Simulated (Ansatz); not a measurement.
Method: r2SCAN-D4/def2-SVP (Ansatz, a quantum-chemistry and plane-wave program). No frequencies were computed at this level.

Ansatz 0.2 input:
```yaml
crystal:
  periodic: [false, false, false]
  atoms:
    - { symbol: Cd, position_ang: [0.962565, 0.108041, 0.182981] }
    - { symbol: O, position_ang: [0.12634, -0.493386, -1.494467] }
    - { symbol: C, position_ang: [0.699714, -0.87294, -2.713523] }
    - { symbol: H, position_ang: [1.266201, -0.055682, -3.17964] }
    - { symbol: H, position_ang: [-0.129949, -1.135883, -3.379281] }
    - { symbol: H, position_ang: [1.348864, -1.752965, -2.612308] }
    - { symbol: Br, position_ang: [-0.713004, 0.581928, 1.844843] }
basis:
  gaussian: { orbitals: def2-svp }
hamiltonian:
  xc: r2scan
  dispersion: d4
relax:
  max_steps: 150
```

Output:

```
Functional definition: r2SCAN
1128 factors; their error is unknown
mean field evaluation 1: about -77723.6887 eV, gradient 6.0e1 eV
mean field evaluation 2: about -77593.8252 eV, gradient 2.0e2 eV
mean field evaluation 4: about -77731.4233 eV, gradient 2.1e1 eV
mean field evaluation 8: about -77732.4148 eV, gradient 2.1e-1 eV
mean field evaluation 16: about -77732.3411 eV, gradient 3.6e-4 eV
mean field -77732.34109081 eV, -2856.6108462141 hartree, gradient 2.3e-5 eV, S^2 0.000000; 0 other end points of the search recorded, 0 dependent functions left out
reference -77732.34110315 eV, -2856.6108466676 hartree; 36, 36 occupied and 70, 70 virtual orbitals, 1128 factors
relax step   1: F+E_penalty+E_count = -77732.37345580 eV  Δ(F+E_penalty+E_count) = +0.000e0 eV  max|allowed force component| = 8.853e-1 eV/Å  Δτ_max = 0.0000 Å  (31 SCF iters, accepted)
these checks for a lower state are left out or cut short: starts, cluster_reference, orbital_swaps, neighbouring_geometries, increment
1128 factors; their error is unknown
mean field -77732.57658387 eV, -2856.6195004243 hartree, gradient 1.8e-5 eV, S^2 0.000000; 0 other end points of the search recorded, 0 dependent functions left out
reference -77732.57659634 eV, -2856.6195008825 hartree; 36, 36 occupied and 70, 70 virtual orbitals, 1128 factors
relax step   2: F+E_penalty+E_count = -77732.60807000 eV  Δ(F+E_penalty+E_count) = -2.346e-1 eV  max|allowed force component| = 8.251e-1 eV/Å  Δτ_max = 0.1997 Å  (31 SCF iters, accepted)
these checks for a lower state are left out or cut short: starts, cluster_reference, orbital_swaps, neighbouring_geometries, increment
1128 factors; their error is unknown
mean field evaluation 32: about -77732.7806 eV, gradient 1.2e-3 eV
mean field -77732.78056379 eV, -2856.6269965481 hartree, gradient 2.6e-5 eV, S^2 0.000000; 0 other end points of the search recorded, 0 dependent functions left out
reference -77732.78057621 eV, -2856.6269970047 hartree; 36, 36 occupied and 70, 70 virtual orbitals, 1128 factors
relax step   3: F+E_penalty+E_count = -77732.81135459 eV  Δ(F+E_penalty+E_count) = -2.033e-1 eV  max|allowed force component| = 8.054e-1 eV/Å  Δτ_max = 0.1945 Å  (31 SCF iters, accepted)
these checks for a lower state are left out or cut short: starts, cluster_reference, orbital_swaps, neighbouring_geometries, increment
1128 factors; their error is unknown
mean field -77732.95992337 eV, -2856.6335878912 hartree, gradient 1.1e-5 eV, S^2 0.000000; 0 other end points of the search recorded, 0 dependent functions left out
reference -77732.95993576 eV, -2856.6335883465 hartree; 36, 36 occupied and 70, 70 virtual orbitals, 1128 factors
relax step   4: F+E_penalty+E_count = -77732.99032601 eV  Δ(F+E_penalty+E_count) = -1.790e-1 eV  max|allowed force component| = 5.900e-1 eV/Å  Δτ_max = 0.1999 Å  (31 SCF iters, accepted)
these checks for a lower state are left out or cut short: starts, cluster_reference, orbital_swaps, neighbouring_geometries, increment
1128 factors; their error is unknown
mean field -77733.07968089 eV, -2856.6379888989 hartree, gradient 1.1e-5 eV, S^2 0.000000; 0 other end points of the search recorded, 0 dependent functions left out
reference -77733.07969348 eV, -2856.6379893616 hartree; 36, 36 occupied and 70, 70 virtual orbitals, 1128 factors
relax step   5: F+E_penalty+E_count = -77733.10983196 eV  Δ(F+E_penalty+E_count) = -1.195e-1 eV  max|allowed force component| = 3.722e-1 eV/Å  Δτ_max = 0.1990 Å  (31 SCF iters, accepted)
these checks for a lower state are left out or cut short: starts, cluster_reference, orbital_swaps, neighbouring_geometries, increment
1128 factors; their error is unknown
mean field -77733.17285637 eV, -2856.6414130345 hartree, gradient 1.5e-5 eV, S^2 0.000000; 0 other end points of the search recorded, 0 dependent functions left out
reference -77733.17286899 eV, -2856.6414134983 hartree; 36, 36 occupied and 70, 70 virtual orbitals, 1128 factors
relax step   6: F+E_penalty+E_count = -77733.20315128 eV  Δ(F+E_penalty+E_count) = -9.332e-2 eV  max|allowed force component| = 1.561e-1 eV/Å  Δτ_max = 0.2000 Å  (37 SCF iters, accepted)
these checks for a lower state are left out or cut short: starts, cluster_reference, orbital_swaps, neighbouring_geometries, increment
1128 factors; their error is unknown
mean field evaluation 64: about -77733.2774 eV, gradient 1.2e-3 eV
mean field -77733.20454352 eV, -2856.6425775161 hartree, gradient 1.6e-5 eV, S^2 0.000000; 0 other end points of the search recorded, 0 dependent functions left out
reference -77733.20455625 eV, -2856.6425779836 hartree; 36, 36 occupied and 70, 70 virtual orbitals, 1128 factors
relax step   7: F+E_penalty+E_count = -77733.23511700 eV  Δ(F+E_penalty+E_count) = -3.197e-2 eV  max|allowed force component| = 3.523e-1 eV/Å  Δτ_max = 0.1953 Å  (36 SCF iters, accepted)
these checks for a lower state are left out or cut short: starts, cluster_reference, orbital_swaps, neighbouring_geometries, increment
1128 factors; their error is unknown
mean field -77733.19506638 eV, -2856.6422292374 hartree, gradient 5.9e-6 eV, S^2 0.000000; 0 other end points of the search recorded, 0 dependent functions left out
reference -77733.19507910 eV, -2856.6422297048 hartree; 36, 36 occupied and 70, 70 virtual orbitals, 1128 factors
relax step   8: F+E_penalty+E_count = -77733.22583810 eV  Δ(F+E_penalty+E_count) = +9.279e-3 eV  max|allowed force component| = 2.353e-1 eV/Å  Δτ_max = 0.1278 Å  (30 SCF iters, rejected (line search))
these checks for a lower state are left out or cut short: starts, cluster_reference, orbital_swaps, neighbouring_geometries, increment
1128 factors; their error is unknown
mean field -77733.21663513 eV, -2856.6430218744 hartree, gradient 2.1e-5 eV, S^2 0.000000; 0 other end points of the search recorded, 0 dependent functions left out
reference -77733.21664788 eV, -2856.6430223429 hartree; 36, 36 occupied and 70, 70 virtual orbitals, 1128 factors
relax step   9: F+E_penalty+E_count = -77733.24742941 eV  Δ(F+E_penalty+E_count) = -1.231e-2 eV  max|allowed force component| = 5.845e-2 eV/Å  Δτ_max = 0.0622 Å  (29 SCF iters, accepted)
these checks for a lower state are left out or cut short: starts, cluster_reference, orbital_swaps, neighbouring_geometries, increment
1128 factors; their error is unknown
mean field -77733.21711286 eV, -2856.6430394308 hartree, gradient 1.4e-5 eV, S^2 0.000000; 0 other end points of the search recorded, 0 dependent functions left out
reference -77733.21712562 eV, -2856.6430398996 hartree; 36, 36 occupied and 70, 70 virtual orbitals, 1128 factors
relax step  10: F+E_penalty+E_count = -77733.24795535 eV  Δ(F+E_penalty+E_count) = -5.259e-4 eV  max|allowed force component| = 1.401e-2 eV/Å  Δτ_max = 0.0206 Å  (30 SCF iters, accepted)
these checks for a lower state are left out or cut short: starts, cluster_reference, orbital_swaps, neighbouring_geometries, increment
1128 factors; their error is unknown
mean field evaluation 96: about -77733.2171 eV, gradient 4.1e-4 eV
mean field -77733.21713089 eV, -2856.6430400930 hartree, gradient 1.4e-5 eV, S^2 0.000000; 0 other end points of the search recorded, 0 dependent functions left out
reference -77733.21714365 eV, -2856.6430405620 hartree; 36, 36 occupied and 70, 70 virtual orbitals, 1128 factors
relax step  11: F+E_penalty+E_count = -77733.24798320 eV  Δ(F+E_penalty+E_count) = -2.785e-5 eV  max|allowed force component| = 2.544e-3 eV/Å  Δτ_max = 0.0060 Å  (31 SCF iters, accepted)
1128 factors; their error is unknown
mean field -77733.21713089 eV, -2856.6430400930 hartree, gradient 1.4e-5 eV, S^2 0.000000; 1 other end points of the search recorded, 0 dependent functions left out
reference -77733.21714365 eV, -2856.6430405620 hartree; 36, 36 occupied and 70, 70 virtual orbitals, 1128 factors
Total energy: -77733.24799596 eV, -2856.6441743637 hartree
Atom 0 at    -0.043950    -0.003059    -0.002572 Å, force     0.000423     0.000249     0.000379 eV/Å
Atom 1 at    -0.324551    -0.633800    -1.848641 Å, force     0.001290    -0.000619    -0.001995 eV/Å
Atom 2 at     0.737661    -0.877189    -2.731756 Å, force    -0.001942     0.000385     0.001533 eV/Å
Atom 3 at     1.349267     0.021618    -2.955729 Å, force     0.000760     0.000713     0.000842 eV/Å
Atom 4 at     0.312318    -1.219434    -3.693892 Å, force    -0.001348    -0.000925    -0.002544 eV/Å
Atom 5 at     1.431783    -1.672867    -2.389454 Å, force     0.000818     0.000006     0.001061 eV/Å
Atom 6 at     0.098203     0.763843     2.270648 Å, force    -0.000001     0.000190     0.000724 eV/Å
Dipole moment:     0.203022    -0.074362    -0.251975 e Å
```

Cost: roughly 80 core-seconds.
